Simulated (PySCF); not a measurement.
Simulated Si 2p region for `F[Si](F)(F)F`, binding energy against the vacuum level.

Every computed line was given a Gaussian of 0.4 eV full width at half maximum and an area set by the number of equivalent atoms (split 2:1 within a doublet); the highest printed point is 100. Computed, not measured: PySCF 2.14.0, delta-SCF UKS SCAN, pcX-2 on the ionised atom, pcseg-1 elsewhere, spin-free X2C.

binding energy (eV), intensity and a bar:
```
    111.4          0 
    111.5          2 
    111.6          8 ##
    111.7         24 #######
    111.8         55 ################
    111.9         88 ##########################
    112.0        100 ##############################
    112.1         81 ########################
    112.2         48 ##############
    112.3         28 ########
    112.4         28 ########
    112.5         41 ############
    112.6         50 ###############
    112.7         44 #############
    112.8         27 ########
    112.9         12 ####
    113.0          4 #
    113.1          1 
    113.2          0
```

Q: How many maxima does the curve show, and how many computed lines lie under it?

A: The curve has 2 maxima (at 112.0 and 112.6 eV). Under it lie 2 lines from 1 inequivalent silicon site, drawn as a 2p3/2, 2p1/2 pair.

Q: Decompose the envelope and assign each component. Bonds: Si1–F2, Si1–F3, Si1–F4, Si1–F5.

A: 
```json
{"position (eV)": "111.99", "relative area": "0.67", "line": "Si 2p3/2", "atoms": "Si1", "environment": "silicon bonded to 4 F"}
{"position (eV)": "112.61", "relative area": "0.33", "line": "Si 2p1/2", "atoms": "Si1", "environment": "silicon bonded to 4 F"}
```

Q: What are the centre and the root-mean-square width of the whole band?

A: The area-weighted mean of the lines is 112.19 eV. Their own spread about it is 0.29 eV (rms) and each Gaussian has σ = 0.4/2.355 = 0.17 eV; the variances add, which gives 0.34 eV.

Shake-up satellites, vibrational structure and lifetime widths aren't simulated. 2p3/2 and 2p1/2 are the ΔSCF energy of one spin-free 2p hole plus the eigenvalues of a spin–orbit and ligand-field matrix of the shell. 2p1/2 minus 2p3/2 (ligand field included): Si 0.63 eV. Isolated species at its PBE0-D3(BJ)/def2-SVP geometry, gas phase.

Hardware: Arm Neoverse V2, one thread (shared host). Cost: 5.3 s.
